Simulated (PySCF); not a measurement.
Spectroscopic constants of MgBe, closed-shell singlet (lowest of 2S+1 = 1, 3 at CCSD(T)/def2-TZVPP on PBE0 minima; our sources give no spin for the ground state, which may be another).

Constants: fifth-degree fit in 1/R to seven points, most abundant isotopes. In def2 and cc sets the state is the lowest found near the PBE0 minimum, followed along R. The singlet is held restricted.

Rows in 6-31G* carry no dispersion term and start afresh at each structure (6-31G* with six Cartesian d functions).

The values were computed with PySCF for 6-31G* rows. Values without a source in brackets are computed.

Energies at BP86/6-31G*:

```csv
R (Å),E (hartree)
2.838916,-214.73149479
2.915231,-214.73184689
2.985441,-214.73195864
3.064809,-214.73190021
3.144176,-214.73169780
3.235754,-214.73134147
3.342595,-214.73082365
```

Task: With a reduced mass of 6.5508 u, find the minimum, the force constant and the constants.

Result: A fifth-degree polynomial in 1/R puts the minimum at r_e = 2.9981 Å with force constant 13.0 N/m. Then ω_e = (1/2πc)√(k/μ) = 184 cm⁻¹ and B_e = h/(8π²cμr_e²) = 0.2863 cm⁻¹; the cubic and quartic terms give α_e = 0.0079 and ω_e x_e = 4.7 cm⁻¹.
